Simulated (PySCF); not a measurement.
## Electronic absorption of C6H2NP3

C₆H₂NP₃.
SMILES: `C#Cc1pcpc(C#N)p1`

Computed with PySCF, TDDFT CAM-B3LYP/def2-SVPD, vertical, gas phase, core orbitals frozen in the response. Geometry: GFN2-xTB; no solvent, vibrations or thermal averaging.

| state | E (eV) | λ (nm) | ν̃ (cm⁻¹) | f | symmetry | main configurations (H = HOMO, L = LUMO) |
| --- | --- | --- | --- | --- | --- | --- |
| S1 | 3.35 | 370.5 | 26990 | 0.011 | A′ | H→L+1 (40%), H→L (30%), H-1→L (20%) |
| S2 | 3.67 | 337.4 | 29640 | 0.014 | A″ | H-2→L (76%), H-3→L (16%) |
| S3 | 3.76 | 330.0 | 30300 | 0.125 | A′ | H→L (57%), H→L+1 (27%), H-1→L (8%) |
| S4 | 3.76 | 329.4 | 30360 | 0.0038 | A″ | H-3→L (78%), H-2→L (18%) |
| S5 | 3.85 | 322.3 | 31030 | 0.0050 | A″ | H-2→L+1 (87%) |
| S6 | 4.05 | 305.9 | 32700 | 0.0017 | – | H-3→L+1 (91%) |
| S7 | 4.35 | 285.0 | 35080 | 0.415 | A′ | H-1→L (63%), H→L+1 (28%) |
| S8 | 4.51 | 274.9 | 36370 | 0.181 | A′ | H-1→L+1 (83%), H→L (9%) |

Triplets (Tamm–Dancoff): T1 2.21 eV, H→L (61%), H→L+1 (14%), H-1→L+1 (11%); T2 2.80 eV, H→L+1 (70%), H→L (18%); T3 2.92 eV, H-1→L (48%), H-1→L+1 (30%), H→L (16%).

The lowest singlet comes at 371 nm (323 kJ/mol) in the ultraviolet; it is weak; its leading configuration is HOMO→LUMO+1 (40%). The strongest level in the table is S7 at 4.35 eV (285 nm, f = 0.415). S3/S4 lie within about 0.01 eV of each other. Löwdin shares by element: HOMO carbon 53% or more, phosphorus 13% or more (atoms not listed hold the other 35%); LUMO phosphorus 42% or more, carbon 26% or more (atoms not listed hold the other 31%). The oscillator strengths of these states sum to 0.756; summed over the whole spectrum of an exact calculation they would give the number of electrons, 90 (Thomas–Reiche–Kuhn). Of the 8 states listed, 5 reach f = 0.01 and none stays under 0.0005. Weighted by f, the mean energy of these states is 4.26 eV. No computed singlet lies in the visible range (380 to 750 nm); the lowest, at 371 nm, stands 0.08 eV above its violet end (3.26 eV); a Tamm–Dancoff triplet lies at 560 nm, without intensity as long as spin–orbit coupling is left out. Symmetry labels in Cs follow from the direction of the transition dipole and are given only for states with f of 0.002 or more. The window holds the lowest 8 singlets.

The run took 48 s of wall time on one thread of an Arm Neoverse V2, shared host with 96 logical CPUs at a one-minute load of 31, and the process peaked at 1.1 GiB of memory.
